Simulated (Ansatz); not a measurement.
`C#[C][Ge]([F])([F])[O]C` + H₂ → `C[O][GeH]([F])[F]` + `C#C` at 700 K and 1 bar (hydrogenolysis of a Ge–C bond).

Isolated molecules relaxed with PBE0-D4/def2-TZVP in Ansatz; ΔE leaves out vibrations. CBS: MP2 limit from def2 TZ/QZ plus the TZ coupled-cluster correction, frozen cores. This one scheme is used for every species. For Ge outer-core shells are correlated without core-valence functions, which leaves a few kJ/mol of doubt a bond. Scalar relativity is left out up to krypton. One conformer a species, not always the lowest.

```csv
species,CCSD(T)/CBS energy (Eh),H − E (kJ/mol),S (J/(mol·K))
`C#[C][Ge]([F])([F])[O]C`,-2467.46815,267.6,542.7
H₂,-1.17544,46.8,155.3
`C[O][GeH]([F])[F]`,-2391.41847,216.8,460.3
`C#C`,-77.22717,102.1,244.4
```

H − E and S are ideal-gas, rigid-rotor, harmonic terms from PBE0-D4/def2-TZVP, for one conformer and one mirror image of each species. For small species the MP2-based limit differs from directly extrapolated CCSD(T) by up to some mEh (0.8 for H₂); such offsets cancel only in part. 1 Eh = 2625.50 kJ/mol, R = 8.31446 J/(mol·K).

By hand: ΔE, ΔH, ΔS and ΔG.

ΔE = (-2391.41847) + (-77.22717) − (-2467.46815) − (-1.17544) = -0.00205 Eh = -5.4 kJ/mol. Δ(H − E) = 216.8 + 102.1 − 267.6 − 46.8 = 4.5, so ΔH = -0.9 kJ/mol. ΔS = 460.3 + 244.4 − 542.7 − 155.3 = 6.7 J/(mol·K). ΔG = -0.9 − 700 × (6.7)/1000 = -5.6 kJ/mol.

By hand: the equilibrium constant, and the temperature at which ΔG would vanish if ΔH and ΔS stayed fixed.

log₁₀ K = −ΔG/(RT ln 10) = 0.4. ΔH and −TΔS have one sign here, so there is no such temperature.

TΔS isn't small against ΔH here. The sign of ΔG lies within the doubt. A doubt of 5 kJ/mol in ΔE shifts log₁₀ K by 0.4 here. Other conformers and mirror images would add mixing entropy, several J/(mol·K) or more a flexible species. Modes under 60 cm⁻¹, often nearly free rotors, make the harmonic entropy too high. These are equilibria of isolated gas molecules and say nothing of rates. Largest T1 diagnostic: 0.013 (customary marks: 0.02 for closed shells, 0.045 for open ones).

ΔS is within the doubt of such terms, so its sign, and with it that verdict, could turn.
